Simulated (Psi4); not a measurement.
A run for Psi4: SAPT0/jun-cc-pV(D+d)Z on C2H8FN (a complex), monomers drawn apart or pushed together.

```
memory 1837 MB

molecule dimer {
0 1
C     1.24879992    0.49067687    0.01617415
C    -0.25806237    0.31018133   -0.05882393
N    -0.69058415   -0.77892282    0.83865741
H     1.56612525    1.31842611   -0.61915998
H     1.55863554    0.69694748    1.04084890
H     1.76829753   -0.40864242   -0.32500417
H    -0.56765775    0.12930557   -1.09428549
H    -0.75852119    1.22005284    0.27710873
H    -1.69413102   -0.91648854    0.78882472
H    -0.25400431   -1.65553009    0.57155435
--
0 1
F     0.02206551   -0.03582592    3.05635902
H    -0.26286093   -0.36484872    2.18471009
units angstrom
symmetry c1
no_reorient
no_com
}

set {
  basis jun-cc-pV(D+d)Z
  scf_type df
  freeze_core true
}

energy('sapt0')
```

The log:

```
[...]
==> Input File <==

--------------------------------------------------------------------------
memory 1837 MB

molecule dimer {
0 1
C     1.24879992    0.49067687    0.01617415
C    -0.25806237    0.31018133   -0.05882393
N    -0.69058415   -0.77892282    0.83865741
H     1.56612525    1.31842611   -0.61915998
H     1.55863554    0.69694748    1.04084890
H     1.76829753   -0.40864242   -0.32500417
H    -0.56765775    0.12930557   -1.09428549
H    -0.75852119    1.22005284    0.27710873
H    -1.69413102   -0.91648854    0.78882472
H    -0.25400431   -1.65553009    0.57155435
--
0 1
F     0.02206551   -0.03582592    3.05635902
H    -0.26286093   -0.36484872    2.18471009
units angstrom
symmetry c1
no_reorient
no_com
}

set {
  basis jun-cc-pV(D+d)Z
  scf_type df
  freeze_core true
}

energy('sapt0')
--------------------------------------------------------------------------


   => Loading Basis Set <=

    Name: JUN-CC-PV(D+D)Z
    Role: ORBITAL
    Keyword: BASIS
    atoms 1-2      entry C          line   188 file jun-cc-pv_dpd_z.gbs
    atoms 3        entry N          line   222 file jun-cc-pv_dpd_z.gbs
    atoms 4-10, 12 entry H          line    60 file jun-cc-pv_dpd_z.gbs
    atoms 11       entry F          line   290 file jun-cc-pv_dpd_z.gbs

   => Loading Basis Set <=

    Name: JUN-CC-PV(D+D)Z
    Role: ORBITAL
    Keyword: BASIS
    atoms 1-2      entry C          line   188 file jun-cc-pv_dpd_z.gbs
    atoms 3        entry N          line   222 file jun-cc-pv_dpd_z.gbs
    atoms 4-10, 12 entry H          line    60 file jun-cc-pv_dpd_z.gbs
    atoms 11       entry F          line   290 file jun-cc-pv_dpd_z.gbs


  //>>>>>>>>>>>>>>>>>>>>>>>>>>>>>>>>>>>//
  //              Dimer HF             //
  //<<<<<<<<<<<<<<<<<<<<<<<<<<<<<<<<<<<//

   => Libint2 <=

    Primary   basis highest AM E, G, H:  7, 6, 3
    Auxiliary basis highest AM E, G, H:  7, 7, 4
    Onebody   basis highest AM E, G, H:  -, -, -
    Solid Harmonics ordering:            Gaussian


   => Loading Basis Set <=

    Name: JUN-CC-PV(D+D)Z
    Role: ORBITAL
    Keyword: BASIS
    atoms 1-2      entry C          line   188 file jun-cc-pv_dpd_z.gbs
    atoms 3        entry N          line   222 file jun-cc-pv_dpd_z.gbs
    atoms 4-10, 12 entry H          line    60 file jun-cc-pv_dpd_z.gbs
    atoms 11       entry F          line   290 file jun-cc-pv_dpd_z.gbs


         ---------------------------------------------------------
                                   SCF
               by Justin Turney, Rob Parrish, Andy Simmonett
                          and Daniel G. A. Smith
                              RHF Reference
                        1 Threads,   1751 MiB Core
         ---------------------------------------------------------

  ==> Geometry <==

    Molecular point group: c1
    Full point group: C1

    Geometry (in Angstrom), charge = 0, multiplicity = 1:

       Center              X                  Y                   Z               Mass
    ------------   -----------------  -----------------  -----------------  -----------------
         C            1.248799920000     0.490676870000     0.016174150000    12.000000000000
         C           -0.258062370000     0.310181330000    -0.058823930000    12.000000000000
         N           -0.690584150000    -0.778922820000     0.838657410000    14.003074004430
         H            1.566125250000     1.318426110000    -0.619159980000     1.007825032230
         H            1.558635540000     0.696947480000     1.040848900000     1.007825032230
         H            1.768297530000    -0.408642420000    -0.325004170000     1.007825032230
         H           -0.567657750000     0.129305570000    -1.094285490000     1.007825032230
         H           -0.758521190000     1.220052840000     0.277108730000     1.007825032230
         H           -1.694131020000    -0.916488540000     0.788824720000     1.007825032230
         H           -0.254004310000    -1.655530090000     0.571554350000     1.007825032230
         F            0.022065510000    -0.035825920000     3.056359020000    18.998403162730
         H           -0.262860930000    -0.364848720000     2.184710090000     1.007825032230

  Running in c1 symmetry.

  Rotational constants: A =      0.29656  B =      0.08148  C =      0.06877 [cm^-1]
  Rotational constants: A =   8890.56200  B =   2442.72977  C =   2061.60184 [MHz]
  Nuclear repulsion =  135.500174989996992

  Charge       = 0
  Multiplicity = 1
  Electrons    = 36
  Nalpha       = 18
  Nbeta        = 18

  ==> Algorithm <==

  SCF Algorithm Type is DF.
  DIIS enabled.
  MOM disabled.
  Fractional occupation disabled.
  Guess Type is SAD.
  Energy threshold   = 1.00e-08
  Density threshold  = 1.00e-08
  Integral threshold = 1.00e-12

  ==> Primary Basis <==

  Basis Set: JUN-CC-PV(D+D)Z
    Blend: JUN-CC-PV(D+D)Z
    Number of shells: 56
    Number of basis functions: 112
    Number of Cartesian functions: 116
    Spherical Harmonics?: true
    Max angular
[...]
       -149.9502008980118717
    Two-Electron Energy =                  45.0357592337535095
    Total Energy =                       -100.0260918639944805

Computation Completed


Properties will be evaluated at   0.000000,   0.000000,   0.000000 [a0]

Properties computed using the SCF density matrix


 Multipole Moments:

 ------------------------------------------------------------------------------------
     Multipole            Electronic (a.u.)      Nuclear  (a.u.)        Total (a.u.)
 ------------------------------------------------------------------------------------

 L = 1.  Multiply by 2.5417464519 to convert [e a0] to [Debye]
 Dipole X            :         -0.1259853           -0.1214552           -0.2474405
 Dipole Y            :          1.0120458           -1.2987748           -0.2867289
 Dipole Z            :        -56.8592889           56.1096371           -0.7496518
 Magnitude           :                                                    0.8398918

 ------------------------------------------------------------------------------------

  Constructing Basis Sets for SAPT...

   => Loading Basis Set <=

    Name: (JUN-CC-PV(D+D)Z AUX)
    Role: RIFIT
    Keyword: DF_BASIS_SAPT
    atoms 1-2      entry C          line   100 file jun-cc-pvdz-ri.gbs
    atoms 3        entry N          line   144 file jun-cc-pvdz-ri.gbs
    atoms 4-10, 12 entry H          line    30 file jun-cc-pvdz-ri.gbs
    atoms 11       entry F          line   232 file jun-cc-pvdz-ri.gbs

   => Loading Basis Set <=

    Name: (JUN-CC-PV(D+D)Z AUX)
    Role: JKFIT
    Keyword: DF_BASIS_ELST
    atoms 1-2      entry C          line   146 file jun-cc-pvdz-jkfit.gbs
    atoms 3        entry N          line   202 file jun-cc-pvdz-jkfit.gbs
    atoms 4-10, 12 entry H          line    70 file jun-cc-pvdz-jkfit.gbs
    atoms 11       entry F          line   314 file jun-cc-pvdz-jkfit.gbs


  //>>>>>>>>>>>>>>>>>>>>>>>>>>>>>>>>>>>//
  //               SAPT0               //
  //<<<<<<<<<<<<<<<<<<<<<<<<<<<<<<<<<<<//



        SAPT0
    Ed Hohenstein
     6 June 2009

      Orbital Information
  --------------------------
    NSO        =       112
    NMO        =       112
    NRI        =       372
    NRI (Elst) =       500
    NOCC A     =        13
    NOCC B     =         5
    FOCC A     =         3
    FOCC B     =         1
    NVIR A     =        99
    NVIR B     =       107

    Elst10,r            =    -0.056549756265 [Eh]
    Exch10              =     0.072453229815 [Eh]
    Exch10 (S^2)        =     0.069721717576 [Eh]

    Maxiter = 50
    CPHF R converge = 1.000000E-08

    Iter     Energy [mEh]          dE [mEh]         Residual      Time [s]
       1     -29.61563704      29.615637039     3.450927e-02             0
       2     -36.07207893       6.456441894     1.393833e-02             0
       3     -37.38654515       1.314466212     3.451085e-03             0
       4     -37.25029736      -0.136247784     9.467039e-04             0
       5     -37.18741199      -0.062885372     2.088755e-04             0
       6     -37.19702355       0.009611558     6.400832e-05             0
       7     -37.19935926       0.002335708     1.372564e-05             0
       8     -37.19892360      -0.000435652     3.515395e-06             0
       9     -37.19887026      -0.000053346     1.042959e-06             0
      10     -37.19889250       0.000022246     3.598756e-07             0
      11     -37.19889831       0.000005807     8.691723e-08             0
      12     -37.19889559      -0.000002725     1.938883e-08             0
      13     -37.19889559       0.000000007     4.306189e-09             0

    CHF Iterations converged

    Maxiter = 50
    CPHF R converge = 1.000000E-08

    Iter     Energy [mEh]          dE [mEh]         Residual      Time [s]
       1      -6.54861016       6.548610163     1.220920e-02             1
       2      -7.70877269       1.160162522     2.346966e-03             1
       3      -7.73553625       0.026763567     6.806299e-04             1
       4      -7.72502993      -0.010506318     2.442576e-04             1
       5      -7.72333519      -0.001694748     5.391315e-05             1
       6      -7.72475626       0.001421077     7.127701e-06             1
       7      -7.72462079      -0.000135471     1.433105e-06             1
       8      -7.72463810       0.000017305     2.286868e-07             1
       9      -7.72463646      -0.000001633     3.331639e-08             1
      10      -7.72463658       0.000000117     5.453758e-09             1

    CHF Iterations converged

    Ind20,r (A<-B)      =    -0.037198895593 [Eh]
    Ind20,r (B<-A)      =    -0.007724636581 [Eh]
    Ind20,r             =    -0.044923532175 [Eh]
    Exch-Ind20,r (A<-B) =     0.019208552753 [Eh]
    Exch-Ind20,r (B<-A) =     0.005501034044 [Eh]
    Exch-Ind20,r        =     0.024709586797 [Eh]
    Disp20              =    -0.012217567343 [Eh]
    Disp20 (SS)         =    -0.006108783672 [Eh]
    Disp20 (OS)         =    -0.006108783672 [Eh]
    Exch-Disp20         =     0.003178420684 [Eh]
    Exch-Disp20 (SS)    =     0.001916944168 [Eh]
    Exch-Disp20 (OS)    =     0.001261476516 [Eh]

    SAPT Results
  --------------------------------------------------------------------------------------------------------
    Electrostatics                -56.54975627 [mEh]     -35.48550780 [kcal/mol]    -148.47136462 [kJ/mol]
      Elst10,r                    -56.54975627 [mEh]     -35.48550780 [kcal/mol]    -148.47136462 [kJ/mol]

    Exchange                       72.45322981 [mEh]      45.46508811 [kcal/mol]     190.22592867 [kJ/mol]
      Exch10                       72.45322981 [mEh]      45.46508811 [kcal/mol]     190.22592867 [kJ/mol]
      Exch10(S^2)                  69.72171758 [mEh]      43.75103831 [kcal/mol]     183.05434428 [kJ/mol]

    Induction                     -33.36607103 [mEh]     -20.93752567 [kcal/mol]     -87.60260741 [kJ/mol]
      Ind20,r                     -44.92353217 [mEh]     -28.18994204 [kcal/mol]    -117.94671747 [kJ/mol]
      Exch-Ind20,r                 24.70958680 [mEh]      15.50549981 [kcal/mol]      64.87501120 [kJ/mol]
      delta HF,r (2)              -13.15212565 [mEh]      -8.25308345 [kcal/mol]     -34.53090114 [kJ/mol]

    Dispersion                     -9.03914666 [mEh]      -5.67215016 [kcal/mol]     -23.73227628 [kJ/mol]
      Disp20                      -12.21756734 [mEh]      -7.66663925 [kcal/mol]     -32.07721864 [kJ/mol]
      Exch-Disp20                   3.17842068 [mEh]       1.99448909 [kcal/mol]       8.34494236 [kJ/mol]
      Disp20 (SS)                  -6.10878367 [mEh]      -3.83331963 [kcal/mol]     -16.03860932 [kJ/mol]
      Disp20 (OS)                  -6.10878367 [mEh]      -3.83331963 [kcal/mol]     -16.03860932 [kJ/mol]
      Exch-Disp20 (SS)              1.91694417 [mEh]       1.20290063 [kcal/mol]       5.03293622 [kJ/mol]
      Exch-Disp20 (OS)              1.26147652 [mEh]       0.79158846 [kcal/mol]       3.31200614 [kJ/mol]

  Total HF                        -17.46259748 [mEh]     -10.95794535 [kcal/mol]     -45.84804336 [kJ/mol]
  Total SAPT0                     -26.50174414 [mEh]     -16.63009552 [kcal/mol]     -69.58031965 [kJ/mol]

  Special recipe for scaled SAPT0 (see Manual):
    Electrostatics sSAPT0         -56.54975627 [mEh]     -35.48550780 [kcal/mol]    -148.47136462 [kJ/mol]
    Exchange sSAPT0                72.45322981 [mEh]      45.46508811 [kcal/mol]     190.22592867 [kJ/mol]
    Induction sSAPT0              -30.34663906 [mEh]     -19.04280351 [kcal/mol]     -79.67508987 [kJ/mol]
    Dispersion sSAPT0              -8.65075388 [mEh]      -5.42843002 [kcal/mol]     -22.71255119 [kJ/mol]
  Total sSAPT0                    -23.09391939 [mEh]     -14.49165320 [kcal/mol]     -60.63307701 [kJ/mol]
  --------------------------------------------------------------------------------------------------------



*** Psi4 exiting successfully. Buy a developer a beer!
```

The run finished.

Cost: very roughly 5 core-seconds.
